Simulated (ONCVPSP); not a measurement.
Pseudopotential generation for B (Z = 5): ONCV, LDA (Perdew-Zunger), non-relativistic.

```json
{"Element": "B (Z = 5)", "Generator": "ONCVPSP 4.0.1", "Type": "optimised norm-conserving Vanderbilt (ONCV)", "Functional": "LDA (Perdew-Zunger)", "Relativity": "non-relativistic", "Frozen core": "[He]", "Valence charge": "3", "Reference configuration": "2s2 2p1", "Partial waves": "2s: rc 1.55 bohr, ncon 4, nbas 7, qcut 4.9 1/bohr, 2 projectors, debl 4 Ha; 2p: rc 2.15 bohr, ncon 5, nbas 10, qcut 7.7 1/bohr, 2 projectors, debl 3.1 Ha; d scattering state at 0.29 Ha: rc 2.25 bohr, ncon 4, nbas 7, qcut 4.7 1/bohr, 3 projectors, debl 3.8 Ha", "Local potential": "polynomial inside 1.35 bohr (lpopt 1, dvloc0 0 Ha)", "Core correction": "Teter function, fcfact 4.25, rcfact 1.45"}
```

Estimate the cutoffs (Ha) at which the residual kinetic energy of the hardest occupied pseudo-wave falls to 1 and 0.1 mHa per electron.

14 Ha and 24 Ha.

Does the potential have ghost states?

No bound ghost flagged; no localised positive-energy state flagged.

Tests: 2s2 2p0; 2s1 2p0; 2s2 2p0.5; 2s1 2p1. Which has the largest error in its energy relative to the reference configuration, and how large is it?

2s1 2p0, with +41 meV (all-electron minus pseudo) on +33.63 eV.
